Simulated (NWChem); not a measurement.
System: C₃H₇Se, doublet; SMILES CC(C)[Se]

In the optimisation the excess spin sits in a" (Cs, its own frame). No frequency run checked for a minimum.

Task: Give the equilibrium geometry at PBE-D3(BJ)/def2-SVP, spin-unrestricted (NWChem) as an XYZ file, with the point group.

Result: point group Cs; any orientation.
```
11

C     -0.1349    -1.5445    -1.2726
C      0.4163    -0.8990     0.0000
C     -0.1349    -1.5445     1.2726
Se    -0.0420     1.0301     0.0000
H      0.1532    -2.6181    -1.3006
H     -1.2417    -1.4814    -1.3032
H      0.2646    -1.0675    -2.1898
H      1.5240    -0.9589     0.0000
H      0.1532    -2.6181     1.3006
H     -1.2417    -1.4814     1.3032
H      0.2646    -1.0675     2.1898
```
